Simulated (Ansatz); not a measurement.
**Reading a saddle point**

A first-order saddle point of Si₄NH₁₂ClO₃, singlet, PBE0-D4/def2-TZVP, with one imaginary mode of 1069i cm⁻¹:

Si1  (0.542, 0.118, 0.839)
O2  (0.479, 0.206, -1.237)
Si3  (-0.838, 0.397, -2.207)
O4  (-1.040, 0.475, 0.798)
Si5  (-2.266, 0.717, 1.880)
O6  (1.108, -1.386, 0.693)
Si7  (1.380, -2.438, -0.550)
Cl8  (0.880, 0.360, 2.922)
H9  (1.247, 1.064, -0.844)
N10  (1.671, 1.439, 0.285)
H11  (-1.454, 1.739, -2.014)
H12  (-0.406, 0.280, -3.625)
H13  (-1.845, -0.653, -1.916)
H14  (-2.383, -0.427, 2.814)
H15  (-2.048, 1.977, 2.632)
H16  (-3.502, 0.833, 1.069)
H17  (1.774, -3.719, 0.085)
H18  (2.492, -1.961, -1.408)
H19  (0.160, -2.657, -1.364)
H20  (2.640, 1.276, 0.534)
H21  (1.409, 2.360, 0.614)
(Å)

Program: Ansatz 0.2.0. Basis: def2-TZVPP and def2-QZVPP. Cores are frozen in the correlated methods. Extrapolation: Hartree–Fock as exp(−7.88 √X), correlation as X^−2.97.

(1) Which contacts change along the imaginary mode, and what lies on either side? (A judgement: the text doesn't fix the answer.)

(2) Which side is lower, and how far does the saddle lie above each? (An estimate is asked for; the value comes from the calculation.)

No T1 diagnostic of these runs exceeds 0.012.

## Answers

(1) By the calculation: The step is Si₄H₉ClO₃ ([SiH3][O][Si]([Cl])([O][SiH3])[O][SiH3]) + NH₃ → Si₃NH₈ClO₂ ([NH2][Si]([Cl])([O][SiH3])[O][SiH3]) + SiH₄O ([OH][SiH3]), with the molecules in contact on both sides. Shortening one way: Si1–N10, O2–H9; lengthening the same way: Si1–O2, H9–N10.
```csv
pair,one side (Å),saddle (Å),other side (Å)
Si1–N10,2.05,1.82,1.72
O2–H9,2.60,1.22,0.98
Si1–O2,1.65,2.08,3.36
H9–N10,1.01,1.26,1.90
```

(2) Computed: The side with Si1–O2, H9–N10 short is lower by 45.3 kJ/mol; the saddle lies 137.6 kJ/mol above it and 92.3 kJ/mol above the other (CCSD(T) at an estimated basis limit (MP2 extrapolated from triple and quadruple zeta, plus CCSD(T) − MP2 in triple zeta); electronic energies).

Labels in which every atom is bracketed show which atoms are joined, not bond orders.

For scale, one of the runs: CCSD(T)/def2-TZVPP, 502 basis functions, launched by `ansatz run in.yaml --threads 4 --pin off --events-out ev --progress --plain --max-ram 46080MiB --backend cuda --devices 0, --max-vram 37GiB`. Hardware: 4 CPU threads of an AMD EPYC 7R13 and a share of one NVIDIA H100, shared host. Wall time 110 s; peak host memory 2.5 GiB.
